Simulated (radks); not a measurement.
Problem. Radial electron density D(r) = 4 pi r^2 rho(r) of an atom or ion with 20 electrons. Method: non-relativistic Kohn-Sham, revPBE, spin-polarised, spherical densities, point nucleus; computed with a radial shooting solver on a logarithmic mesh with Libxc functionals.

```
   r/bohr * D(r) (the largest magnitude, 26, reaches the edge; | marks zero)
  0.00273 |*
 0.003103 |*
 0.003555 | *
 0.004072 | *
 0.004666 |  *
 0.005303 |   *
 0.006075 |    *
  0.00696 |     *
 0.007911 |      *
 0.009063 |        *
  0.01038 |          *
   0.0119 |             *
  0.01352 |                *
  0.01549 |                    *
  0.01775 |                        *
  0.02017 |                            *
  0.02311 |                                *
  0.02648 |                                     *
  0.03033 |                                          *
  0.03448 |                                             *
   0.0395 |                                                 *
  0.04525 |                                                   *
  0.05143 |                                                   *
  0.05892 |                                                  *
  0.06751 |                                                *
  0.07734 |                                             *
   0.0879 |                                         *
   0.1007 |                                       *
   0.1154 |                                      *
   0.1311 |                                      *
   0.1502 |                                          *
   0.1721 |                                              *
   0.1972 |                                                   *
   0.2241 |                                                      *
   0.2568 |                                                      *
   0.2942 |                                                  *
   0.3344 |                                           *
   0.3831 |                                 *
   0.4389 |                        *
   0.5028 |                 *
   0.5715 |              *
   0.6547 |              *
   0.7501 |                *
   0.8526 |                 *
   0.9768 |                  *
    1.119 |                *
    1.282 |             *
    1.457 |         *
    1.669 |      *
    1.913 |   *
    2.174 |  *
    2.491 | *
    2.853 |*
    3.269 |*
    3.715 |*
    4.257 *
    4.877 *
    5.543 *
     6.35 *
    7.275 *
    8.335 *
    9.473 *
```

What is the nuclear charge?

Solution. Z = 21. The innermost maximum, from 1s, lies near 1/Z = 0.0476 bohr (found: 0.0510), and its height grows with Z. The density is that of the scandium ion Sc+ in [Ar] 3d1 4s1; the configuration itself is not fixed sharply by these data, and Z only to about a unit. D(r) has 3 maxima, at r = 0.0510, 0.241, 0.938 bohr, and minima at 0.116, 0.614 bohr, inside which lie 2.15, 10.39 electrons.
